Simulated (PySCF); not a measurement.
Si(F)2(Me)(NH2) (CH5F2NSi), SMILES F[Si](F)(N)C.

Coordinates come from a PBE0-D3(BJ)/def2-SVP optimisation. The structure was generated by enumeration, and PubChem lists no compound with its InChIKey, so it may never have been made. Other conformers were not sampled.

Two levels are set side by side: PBE/def2-TZVP (PySCF) and B3LYP/def2-TZVP (PySCF). Same geometry, gas phase. Differences are taken from unrounded values.

| quantity | B3LYP | PBE | PBE minus B3LYP |
|---|---|---|---|
| orbital gap (eV) | 8.15 | 6.42 | -1.73 |
| highest occupied level (eV) | -7.89 | -6.60 | 1.29 |
| lowest empty level (eV) | 0.27 | -0.18 | -0.45 |
| dipole moment (D) | 2.76 | 2.69 | -0.07 |
| mean polarisability (bohr³) | 41.6 | 43.3 | 1.7 |

Without exact exchange PBE keeps part of each electron's self-repulsion, which lifts occupied levels and narrows the gap. Loosely held outer electrons make PBE densities more polarisable. Differences between two approximate levels are no errors against the true value.

Rough cost on one machine, each run with all the roots and properties that it gave: B3LYP against PBE within a factor of 2.
